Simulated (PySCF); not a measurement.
Computed vibrations of [Tb(CH3)2]+

[Tb(CH3)2]+ (singlet in the valence; each metal's 4f electrons, 8 of them, lie in its core potential, out of spins and levels). PySCF 2.14.0, RKS PBE0, Tb lcecp-1-SVP with ECP54, C def2-SVP, H def2-SVP; non-relativistic Hamiltonian with scalar-relativistic core potentials where named; density fitting; no spin-orbit coupling. Central differences of gradients.

```xyz
9

Tb    0.0000    0.0000   -0.2428
C     1.7292   -0.0184    1.2269
H     2.7116    0.2133    0.7738
H     1.5483    0.7171    2.0343
H     1.8201   -1.0040    1.7242
C    -1.7292    0.0184    1.2269
H    -2.7116   -0.2133    0.7738
H    -1.5483   -0.7171    2.0343
H    -1.8201    1.0040    1.7242
```

Run from Python with OMP_NUM_THREADS=2. Where DIIS fails, smearing, a level shift and second-order steps follow.
It took 2.7 min on 2 threads of Intel(R) Xeon(R) Platinum 8259CL CPU @ 2.50GHz (Skylake/Cascade Lake), with other jobs on the host.

**Question.** What are the harmonic wavenumbers and infrared intensities?

**Answer.** Modes are labelled in C2; negative numbers are unstable modes, those under 60 cm⁻¹ near the noise; a finer grid moves soft modes by up to 10 cm⁻¹.
```json
{"cm⁻¹": "38", "km/mol": "0.0", "symmetry": "a"}
{"cm⁻¹": "52", "km/mol": "1.4", "symmetry": "b"}
{"cm⁻¹": "127", "km/mol": "0.1", "symmetry": "a"}
{"cm⁻¹": "345", "km/mol": "0.0", "symmetry": "a"}
{"cm⁻¹": "370", "km/mol": "49.9", "symmetry": "b"}
{"cm⁻¹": "395", "km/mol": "10.5", "symmetry": "b"}
{"cm⁻¹": "452", "km/mol": "0.7", "symmetry": "a"}
{"cm⁻¹": "472", "km/mol": "105.8", "symmetry": "b"}
{"cm⁻¹": "498", "km/mol": "30.4", "symmetry": "a"}
{"cm⁻¹": "1159", "km/mol": "4.5", "symmetry": "b"}
{"cm⁻¹": "1162", "km/mol": "6.6", "symmetry": "a"}
{"cm⁻¹": "1370", "km/mol": "3.4", "symmetry": "a"}
{"cm⁻¹": "1372", "km/mol": "18.4", "symmetry": "b"}
{"cm⁻¹": "1377", "km/mol": "16.2", "symmetry": "b"}
{"cm⁻¹": "1384", "km/mol": "17.1", "symmetry": "a"}
{"cm⁻¹": "3004", "km/mol": "11.4", "symmetry": "b"}
{"cm⁻¹": "3006", "km/mol": "5.2", "symmetry": "a"}
{"cm⁻¹": "3105", "km/mol": "0.0", "symmetry": "a"}
{"cm⁻¹": "3106", "km/mol": "0.0", "symmetry": "b"}
{"cm⁻¹": "3117", "km/mol": "0.0", "symmetry": "a"}
{"cm⁻¹": "3118", "km/mol": "0.2", "symmetry": "b"}
```

**Question.** Is this a minimum?

**Answer.** Yes, within the noise of the softest modes. Ideal gas at 298.15 K and 1 bar: S = 368.9 J/(mol K), Cp = 97.4 J/(mol K), H − H(0 K) = 20.9 kJ/mol (rigid rotor, harmonic modes, spin degeneracy alone, that of the 4f electrons in the core included; the modes under 60 cm⁻¹ make these uncertain).

An lcecp potential fixes the number of 4f electrons, so in runs with it no electron can move into or out of that shell.
